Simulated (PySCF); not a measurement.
CH8BNSi: core ionisation energies

CH₈BNSi.
Cartesian coordinates in Å at the PBE0-D3(BJ)/def2-SVP level; atoms count from 1:
```
atom  x, y, z in Å
N1     1.941    0.497   -0.217
B2     0.933   -0.056    0.571
C3    -0.263   -0.869   -0.044
Si4   -1.812    0.201   -0.123
H5     2.697    1.049    0.165
H6     1.986    0.388   -1.223
H7     0.989    0.148    1.766
H8    -0.058   -1.245   -1.061
H9    -0.518   -1.730    0.597
H10   -2.982   -0.572   -0.647
H11   -1.594    1.373   -1.030
H12   -2.171    0.723    1.231
```

Method used: delta-SCF UKS SCAN, pcX-2 on the ionised atom, pcseg-1 elsewhere, spin-free X2C in PySCF. These are vertical core ionisation energies against the vacuum level, from separate self-consistent calculations with and without the core hole.

Problem. List the computed XPS lines with their assignment.

Solution. 
```csv
atom(s),environment,level,binding energy (eV),2p1/2 (eV),count
N1,boron-bound nitrogen,N 1s,405.21,–,1
B2,three-coordinate boron,B 1s,195.46,–,1
C3,sp3 carbon bound to silicon,C 1s,289.65,–,1
Si4,SiH3 silicon,Si 2p3/2,106.46,107.08,1
Si4,SiH3 silicon,Si 1s,1846.22,–,1
```

Problem. Which photon energy gives electrons from N 1s of N1 a kinetic energy of 100 eV, and what is their de Broglie wavelength?

Solution. hν = 405.21 + 100 = 505.21 eV, recoil neglected; λ = 12.264 Å/√(E/eV) = 1.23 Å.

Spin–orbit and ligand-field terms were added within each 2p shell after the spin-free SCF. 2p1/2 minus 2p3/2 (ligand field included): Si 0.62 eV. Geometry: PBE0-D3(BJ)/def2-SVP, one conformer, isolated molecule.
